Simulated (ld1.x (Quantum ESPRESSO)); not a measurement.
**Before and after: TM potential for Zr**

zirconium, norm-conserving Troullier–Martins (Kleinman–Bylander form), made with ld1.x (Quantum ESPRESSO) 7.5 (BLYP, fully relativistic). Core [Kr], reference 4d2 5s2 5p0. Waves: 5s (bound): rc 2.75 bohr; 5p (bound, empty): rc 3.35 bohr; 4d (bound): rc 2.85 bohr. Local part: all-electron potential smoothed inside 2.85 bohr (lloc = -1). Core correction: a·sin(br)/r model core inside 2.85 bohr.

Open shells are filled in proportion to 2j + 1 (rel_dist='average').

Change: wave 5s (bound): rc 2.75 bohr becomes 5s (bound): rc 3.64 bohr.

Cutoffs: the cutoffs (Ry, on a coarse ladder) from which the occupation-weighted sum of valence levels, in a spherical-Bessel basis at the reference potential, stays within 10 and 1 mRy of its value at 400 Ry; they do not see the model core or the augmentation charge, which bear on the density cutoff. Errors are all-electron minus pseudo energies relative to the spin-unpolarised reference configuration.

Problem. How do hardness, ghosts and transferability respond?

Solution. The potential gets neither clearly harder nor softer (21 Ry and 25 Ry → 21 Ry and 25 Ry); a bound ghost appears in s, which as a rule spoils a file; of the 7 tests that both files solve, the error grows in 0 and shrinks in 5 by more than 15 % and 0.3 meV (median size 19.9 → 19.5 meV). That the errors move this way runs against the usual rule that smaller radii transfer better.

```csv
quantity,base,changed
"cutoff, loose",21 Ry,21 Ry
"cutoff, tight",25 Ry,25 Ry
bound ghosts,none,s
"error for 4d2 5s1 5p0, meV [ΔE 7.06 eV]",+19,+20
"error for 4d2 5s0 5p0, meV [ΔE 20.11 eV]",+71,+58
"error for 4d1 5s0 5p0, meV [ΔE 42.67 eV]",+147,+104
"error for 4d2 5s1.5 5p0, meV [ΔE 2.82 eV]",+3.9,+4.1
"error for 4d2 5s0 5p2, meV [ΔE 6.30 eV]",+20,+12
"error for 4d2 5s1 5p1, meV [ΔE 3.06 eV]",+5.8,+4.4
"error for 4d2 5s0 5p1, meV [ΔE 10.81 eV]",+44,+34
```

Base: These tests converged, but a pseudo level misses the all-electron one widely, so the file describes the atom poorly there or has found another state: 4d1 5s0 5p0: empty 5s by 3.1 eV (a node warning on the way). Changed file: These tests converged, but a pseudo level misses the all-electron one widely, so the file describes the atom poorly there or has found another state: 4d1 5s0 5p0: empty 5s by 3.5 eV (a node warning on the way). A true bound ghost makes a file unfit for plane-wave use even where its test errors are small: the radial tests pick states by their node count and pass the ghost by.
